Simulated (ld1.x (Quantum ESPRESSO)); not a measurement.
# sulfur (S), TM: configuration errors across variants

| Item | Value |
| --- | --- |
| Element | sulfur (S) |
| Generator | ld1.x (Quantum ESPRESSO) 7.5 |
| Type | norm-conserving Troullier–Martins (Kleinman–Bylander form) |
| Functional | LDA (PZ) |
| Relativity | scalar-relativistic |
| Frozen core | [Ne] |
| Valence charge | 6 |
| Reference configuration | 3s2 3p4 |
| Partial waves | 3p (bound): rc 1.75 bohr; 3s (bound): rc 1.00 bohr |
| Local potential | the s channel |
| Core correction | Bessel-smoothed model core inside 0.90 bohr |

All-electron excitation energies from the reference (eV): (1) 3s2 3p3 11.863; (2) 3s2 3p2 34.236; (3) 3s2 3p1 68.394; (4) 3s2 3p3.5 4.709; (5) 3s1 3p4 22.660; (6) 3s2 3p4.3 -1.741; (7) 3s2 3p0 115.377; (8) 3s2 3p4 spin -0.706; (9) 3s2 3p3 spin 9.898.

Spin tests fill each open shell by Hund’s rule, majority spin first.

1 further variants failed, have other tests or too few solved ones, and are left out.

Errors AE − PS in meV (a dash: test not solved or not reliable):

| change | (1) | (2) | (3) | (4) | (5) | (6) | (7) | (8) | (9) | bound ghosts |
| --- | --- | --- | --- | --- | --- | --- | --- | --- | --- | --- |
| base | +5.1 | +36 | +120 | +0.7 | +3.8 | +0.4 | +290 | +9.4 | +31 | none |
| all radii but the core radius scaled by about 0.84 (s 0.84, p 1.46 bohr) | +8.8 | +59 | +198 | +1.5 | +13 | +0.5 | +479 | +12 | +45 | none |
| all radii but the core radius scaled by about 0.92 (s 0.92, p 1.60 bohr) | +6.3 | +44 | +147 | +1.0 | +2.1 | +0.4 | +360 | +10 | +35 | none |
| all radii but the core radius scaled by about 1.16 (s 1.16, p 2.02 bohr) | +3.6 | +25 | +79 | +0.5 | +7.8 | +0.3 | +175 | +6.4 | +20 | none |
| all radii but the core radius scaled by about 1.24 (s 1.24, p 2.16 bohr) | +3.1 | +21 | +62 | +0.5 | +9.8 | +0.4 | +128 | +5.1 | +16 | none |
| all radii but the core radius scaled by about 1.29 (s 1.30, p 2.26 bohr) | +2.9 | +19 | +55 | +0.4 | +11 | +0.3 | +106 | +4.6 | +14 | none |
| all radii but the core radius scaled by about 1.40 (s 1.40, p 2.44 bohr) | +2.8 | +17 | +49 | +0.4 | +12 | +0.3 | +90 | +4.3 | +13 | none |

Problem. Give the same row for: all radii but the core radius scaled by about 1.06 (s 1.06, p 1.86 bohr).

Solution. +4.5, +32, +104, +0.7, +5.6, +0.4, +243, +8.1, +26; bound ghosts: none.
